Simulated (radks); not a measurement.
All-electron atom: B in [He] 2s2 2p1.

Calculated with a radial shooting solver on a logarithmic mesh with Libxc functionals: non-relativistic Kohn-Sham, PBEsol, spin-unpolarised, spherical densities, point nucleus.

Energy parts (hartree):
total: -24.46221
kinetic: 24.34604
electron-nucleus: -56.67894
Hartree: 11.52412
exchange-correlation: -3.65343

Orbitals (lengths in bohr, moments of r in powers of bohr; <r^-3> diverges for s and p1/2):
[
 {"orbital": "1s", "occ.": "2", "eigenvalue (hartree)": "-6.59640", "<r^-3>": "-"},
 {"orbital": "2s", "occ.": "2", "eigenvalue (hartree)": "-0.34386", "<r^-3>": "-"},
 {"orbital": "2p", "occ.": "1", "eigenvalue (hartree)": "-0.13073", "<r^-3>": "0.7901"}
]

The highest occupied level is 2p at -3.557 eV. For comparison, the ionisation energy in NIST's Atomic Spectra Database is 8.298 eV (measured). In exact Kohn-Sham theory the highest level is minus the ionisation energy, but local and semilocal functionals leave it too shallow, through self-interaction and a potential that decays too fast; potentials with the right tail come closer.

Beside tabulated values, note that spin-unpolarised runs miss the spin-polarisation part of the exchange energy of open shells.
